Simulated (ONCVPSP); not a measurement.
**Before and after: ONCV potential for W**

```
Element                 : W
Generator               : ONCVPSP 4.0.1
Type                    : optimised norm-conserving Vanderbilt (ONCV)
Functional              : LDA (Perdew-Zunger)
Relativity              : scalar-relativistic
Frozen core             : [Kr] 4d10 4f14
Valence charge          : 14
Reference configuration : 5s2 5p6 5d4 6s2
Partial waves           : 5s+6s: rc 1.40 bohr, ncon 5, nbas 8, qcut 6.9 1/bohr, 2 projectors; 5p: rc 2.05 bohr, ncon 4, nbas 7, qcut 7.1 1/bohr, 2 projectors, debl 3.4 Ha; 5d: rc 1.80 bohr, ncon 4, nbas 8, qcut 5 1/bohr, 3 projectors, debl 3.1 Ha
Local potential         : polynomial inside 1.30 bohr (lpopt 5, dvloc0 6 Ha)
Core correction         : Teter function, fcfact 4, rcfact 1.25
```

Change: p: rc 2.76. In the p channel the program set the typed energies aside and used -1.594, 0.050 Ha.

Cutoffs: the cutoffs (Ha) at which the residual kinetic energy of the hardest occupied pseudo-wave falls to 1 and 0.1 mHa per electron; they do not see the model core or the augmentation charge, which bear on the density cutoff. Errors are all-electron minus pseudo energies relative to the spin-unpolarised reference configuration.

Question: Predict the effect on cutoff, ghosts and configuration errors.

Answer: The potential gets neither clearly harder nor softer (58 Ha and 82 Ha → 58 Ha and 82 Ha); a bound ghost appears in p, which as a rule spoils a file; of the 4 tests that both files solve, the error grows in 0 and shrinks in 1 by more than 15 % and 0.3 meV (median size 5.8 → 3.4 meV).

| quantity | base | changed |
| --- | --- | --- |
| cutoff, loose | 58 Ha | 58 Ha |
| cutoff, tight | 82 Ha | 82 Ha |
| loose cutoff by channel | s 58 Ha, p 12 Ha, d 14 Ha | s 58 Ha, p 12 Ha, d 14 Ha |
| bound ghosts | none | p |
| GHOST(+) flags under 300 eV | none | none |
| error for 5s2 5p6 5d4 6s1, meV [ΔE 9.13 eV] | -2.4 | -2.4 |
| error for 5s2 5p6 5d4 6s0, meV [ΔE 25.16 eV] | -4.3 | -4.5 |
| error for 5s2 5p6 5d3 6s0, meV [ΔE 50.86 eV] | -14 | -14 |
| error for 5s2 5p6 5d4 6s0 6p1, meV [ΔE 14.69 eV] | -7.2 | -1.7 |
| s: phases at 1.42 bohr within 0.05 rad from the reference energy up to (Ha; the scan ends near 5) | to the end of the scan | to the end of the scan |
| d: phases at 1.83 bohr within 0.05 rad from the reference energy up to (Ha; the scan ends near 5) | to the end of the scan | to the end of the scan |
| rms error of d²Exc/dni dnj with the model core, mHa | 3.04 | 3.03 |

 A true bound ghost makes a file unfit for plane-wave use even where its test errors are small: the radial tests pick states by their node count and pass the ghost by.
